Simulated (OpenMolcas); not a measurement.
## Au5+: moving or changing the point charges

Au5+ among 6 point charges of -1.7 e arranged as a trigonal antiprism (D3d), 1.84 Å from the ion, with a polar angle of 63.5° against the regular 54.74°.
```
   0.0000    1.6466    0.8212  -1.70
  -1.4260   -0.8233    0.8212  -1.70
   1.4260   -0.8233    0.8212  -1.70
   0.0000   -1.6466   -0.8212  -1.70
   1.4260    0.8233   -0.8212  -1.70
  -1.4260    0.8233   -0.8212  -1.70
```

```yaml
Program: OpenMolcas
Method: "SS-CASPT2, IPEA 0.25 Eh, imaginary shift 0.1 Eh (closed shells correlated: 5s 5p)"
Basis: ANO-RCC-VDZP [7s6p4d2f]
Scalar_Hamiltonian: DKH2, point nucleus
Active_space: 6 electrons in 5 orbitals (5d)
State_averaging: 2S+1 = 5 even, 5 roots; 2S+1 = 3 even, 45 roots; 2S+1 = 1 even, 50 roots
Spin-orbit_coupling: state interaction with AMFI integrals over the reference wave functions
```

Runs around this geometry, states (labels of D3, the rotations of D3d). Energies in cm-1 above the lowest state or level, χT in cm3 K/mol.

```tsv
R (Å)	q (e)	Polar angle / regular	Ground state	First state of that spin	First gap with spin-orbit (degeneracies)	χT at 300 K	First state of another spin
1.84	-0.85	1.16	5A1	5E 2220	330 (1, 2)	3.914	3A2 19010
1.74	-1.7	1.16	5A1	5E 6400	1400 (1, 2)	1.175	3A2 13350
1.84	-1.7	1.16	5A1	5E 5240	900 (1, 2)	1.986	3A2 15690
2.03	-1.7	1.16	5A1	5E 3680	540 (1, 2)	3.125	3A2 18430
1.84	-1.7	1.25	5A1	5E 6550	1180 (1, 2)	1.492	3A2 15320
```

Taking the first state of the same spin as R^-n, n = -ln(3680 / 6400) / ln(2.03 / 1.74) = 3.6 between the shortest and longest distance.

Scaling the charges by -0.85 / -1.7 = 0.50 scales the first state of the same spin by 2220 / 5240 = 0.42; with fixed orbitals a first-order splitting would follow the charge.

Roots that are degenerate in the reference are averaged as groups; the widest CASPT2 spread within a group is 69 cm-1 (the 2-fold group of multiplicity 1 near 55200 cm-1 above the lowest state of its run, R = 1.74, q = -1.7, ratio = 1.16). Shifts and gaps below about the spread of the groups concerned are not significant. Point charges give a weaker field than real ligands, and real ions of this kind are as a rule low spin; the high spin found here belongs to the model. Free-ion shares, where given, are those of the reference states; single-state CASPT2 does not remix them. Spin-orbit coupling mixes the spin-free states strongly: the lowest level takes only 50 % from its leading state, 5A1 (figures for R = 1.84, q = -0.85, ratio = 1.16; the like holds for R = 1.74, q = -1.7, ratio = 1.16, R = 1.84, q = -1.7, ratio = 1.16, R = 2.03, q = -1.7, ratio = 1.16, R = 1.84, q = -1.7, ratio = 1.25). This shell can be high or low spin here, a state of another spin lies low, and with metal d orbitals alone active their balance is uncertain, so the ground spin may be wrong (holds for R = 1.74, q = -1.7, ratio = 1.16). Point charges carry no covalency, so the field is a model and not that of real ligands. No measured value stands beside these numbers.
